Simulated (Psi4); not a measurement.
CH₂NO, doublet, at a GFN2-xTB geometry. Base run: CCSD(T)/aug-cc-pVDZ (Psi4 1.11).

Psi4 was given this input:
```
memory 2 GB

molecule mol {
0 2
  O    -0.262395    1.207920   -0.014006
  C    -0.414676    0.016799    0.000615
  N     0.434856   -0.993775    0.011091
  H     0.095012   -1.939934    0.023137
  H     1.448207   -0.867797    0.007580
}

set basis aug-cc-pvdz
set reference uhf
set freeze_core true

energy('ccsd(t)')
print_variables()
```

Variants of this job, named by their change:

| change | ΔE vs base (kcal/mol) | MP2 correlation (Eh) | CC correlation without the perturbative part (Eh) | basis functions | core-seconds (rough) |
|---|---|---|---|---|---|
| base | 0.000 | -0.48391 | -0.49832 | 87 | 100 |
| method = mp2 | 21.18 | -0.48393 | - | 87 | 5 |
| method = ccsd | … | -0.48391 | -0.49832 | 87 | 60 |
| method = mp3 | 17.68 | -0.48393 | - | 87 | 8 |

Q: Some entries are withheld; supply them.

A: 
- method = ccsd, ΔE vs base (kcal/mol): 11.97

Open shells are given as the SCF converged; they aren't shown to be the lowest states, and a large step between rows can be another state.
